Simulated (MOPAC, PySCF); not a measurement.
[Zn(NH2)(SH)], neutral singlet in the gas phase. 

Cartesian coordinates (Å):
```xyz
6

Zn     0.0029     0.0357    -0.0818
N      0.1782     0.9882     1.4713
H     -0.6641     1.0155     2.0579
H      0.4715     1.9644     1.3474
S     -0.0100    -1.2571    -1.8398
H     -0.9918    -0.5409    -2.4472
```
Charge 0, spin multiplicity 1.

All levels are single points at this geometry (TPSS-D3(BJ)/def2-SVP); Pople sets use spherical d functions. Orbital energies aren't observables, and empty levels follow the basis.

```
level                                     HOMO (eV)  LUMO (eV)  gap (eV)  dipole (D)  vertical IE, Delta-SCF (eV)
----------------------------------------  ---------  ---------  --------  ----------  ---------------------------
TPSSh-D3(BJ)/def2-TZVP in PySCF               -6.44      -1.08      5.36        2.24                            –
B3LYP/3-21G in PySCF                          -6.42      -0.99      5.44        3.45                            –
B3LYP/6-311+G** (LANL2DZ on Zn) in PySCF      -6.89      -1.38      5.51        2.54                            –
BP86/6-31G* (LANL2DZ on Zn) in PySCF          -5.61      -1.66      3.96        2.90                            –
HF/3-21G in PySCF                            -10.07       1.46     11.53        3.78                            –
AM1 in MOPAC                                  -9.76      -0.29      9.47        3.79                            –
```
